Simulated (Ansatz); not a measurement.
Coupled-cluster run, C₄H₈AlN (`C=[C]([AlH2])C(C)=N`).

```yaml
crystal:
  periodic: [false, false, false]
  atoms:
    - {symbol: C, position_ang: [-0.332421, -1.643096, 1.073075]}
    - {symbol: C, position_ang: [0.178752, -0.597908, 0.408736]}
    - {symbol: Al, position_ang: [1.919405, 0.012980, 1.027956]}
    - {symbol: C, position_ang: [-0.596222, -0.027318, -0.721639]}
    - {symbol: C, position_ang: [-0.616671, 1.472292, -0.810749]}
    - {symbol: N, position_ang: [-1.176881, -0.814268, -1.533631]}
    - {symbol: H, position_ang: [0.194212, -2.110769, 1.901039]}
    - {symbol: H, position_ang: [-1.298150, -2.067041, 0.802759]}
    - {symbol: H, position_ang: [2.562184, -0.799107, 2.228614]}
    - {symbol: H, position_ang: [2.667158, 1.248811, 0.367311]}
    - {symbol: H, position_ang: [-1.212731, 1.815844, -1.657266]}
    - {symbol: H, position_ang: [-1.027988, 1.902214, 0.107521]}
    - {symbol: H, position_ang: [0.400121, 1.863606, -0.914288]}
    - {symbol: H, position_ang: [-1.673870, -0.285442, -2.250840]}
basis:
  gaussian: {orbitals: def2-TZVPP}
correlation: {method: ccsd_t}
```

```sh
$ ansatz run in.yaml --threads 4 --pin off --events-out ev --progress --plain --max-ram 10444MiB
```

Output of Ansatz, abridged:

```
Functional definition: HF
1828 factors; integrals over basis functions are off by at most 1.0e-3 eV
mean field evaluation 1: about -12308.8342 eV, gradient 4.2e1 eV
mean field evaluation 2: about -12309.1217 eV, gradient 4.2e1 eV
mean field evaluation 4: about -12314.0389 eV, gradient 5.1e0 eV
mean field evaluation 8: about -12314.1397 eV, gradient 4.2e-1 eV
mean field evaluation 16: about -12314.1411 eV, gradient 1.9e-6 eV
mean field -12314.14112284 eV, -452.5363394397 hartree, gradient 1.9e-6 eV, S^2 0.000000; 0 other end points of the search recorded, 0 dependent functions left out; unrestricted orbitals would lower it
10 core orbitals not correlated: weight in the atoms' cores, before any rotation towards them, 1.000 or more for the frozen orbitals, at most 0.000 for the correlated occupied ones
reference -12314.14112284 eV, -452.5363394397 hartree; 16, 16 occupied and 283, 283 virtual orbitals, 1828 factors
second order -25.42037226 eV of doubles, -0.00000000 eV of singles
cycle   1  -25.87801623 eV  change   -4.6e-1 eV  update   1.2e-1
cycle   2  -26.60751561 eV  change   -7.3e-1 eV  update   3.6e-2
cycle   3  -26.75822636 eV  change   -1.5e-1 eV  update   1.8e-2
cycle   4  -26.74855267 eV  change    9.7e-3 eV  update   4.8e-3
cycle   5  -26.74979952 eV  change   -1.2e-3 eV  update   2.3e-3
cycle   6  -26.75048162 eV  change   -6.8e-4 eV  update   6.8e-4
cycle   7  -26.75019325 eV  change    2.9e-4 eV  update   3.3e-4
cycle   8  -26.75017469 eV  change    1.9e-5 eV  update   1.1e-4
cycle   9  -26.75021503 eV  change   -4.0e-5 eV  update   4.8e-5
cycle  10  -26.75021363 eV  change    1.4e-6 eV  update   1.7e-5
perturbative correction -1.22924811 eV, -0.0451740350 hartree
Total energy: -12342.12058458 eV, -453.5645656936 hartree
```

Run time 21 min (4 threads of an Arm Neoverse V1 on a shared host); peak host memory 4.3 GiB.

Correlation energy per correlated electron: -0.874 eV. T1 diagnostic: 0.0122.
